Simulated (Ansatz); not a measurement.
LiH-, multiplicity 2 (lowest of 2S+1 = 2, 4 at CCSD(T)/def2-TZVPP on PBE0 minima; our sources give no spin for the ground state, which may be another), most abundant isotopes (1.0078 and 7.0160 u). Constants from fifth-degree fits in 1/R to seven points on the lowest solution found; no spin–orbit coupling, no relativity up to Kr; ω_e x_e and α_e move by some per cent with the fit.

Frozen-core correlation. CBS: X⁻³ extrapolation of the correlation energy, Hartree–Fock from the larger set.

Run with Ansatz (a program for electronic structure). Each number belongs to the level named beside it.

| level | r_e (Å) | ω_e (cm⁻¹) | ω_e x_e (cm⁻¹) | α_e (cm⁻¹) |
|---|---|---|---|---|
| PBE/def2-TZVPP | 1.7101 | 1095.3 | 28.2 | 0.275 |
| CCSD(T)/CBS(aug-cc-pVTZ, aug-cc-pVQZ) | 1.6852 | 1168.5 | 27.9 | 0.264 |

Problem. Derive the rotational constants, the centrifugal constant, the fundamental, the zero-point energy and the force constant.

Solution. 
μ = 0.88124 u.
- PBE/def2-TZVPP: B_e = 16.8576/(μ r_e²) = 6.5411 cm⁻¹; B₀ = B_e − α_e/2 = 6.4033 cm⁻¹; D = 4B_e³/ω_e² = 9.33e-04 cm⁻¹; fundamental ω_e − 2ω_e x_e = 1039 cm⁻¹; zero-point energy ω_e/2 − ω_e x_e/4 = 541 cm⁻¹; k = μ(2πcω_e)² = 62.3 N/m
- CCSD(T)/CBS(aug-cc-pVTZ, aug-cc-pVQZ): B_e = 16.8576/(μ r_e²) = 6.7359 cm⁻¹; B₀ = B_e − α_e/2 = 6.6037 cm⁻¹; D = 4B_e³/ω_e² = 8.95e-04 cm⁻¹; fundamental ω_e − 2ω_e x_e = 1113 cm⁻¹; zero-point energy ω_e/2 − ω_e x_e/4 = 577 cm⁻¹; k = μ(2πcω_e)² = 70.9 N/m
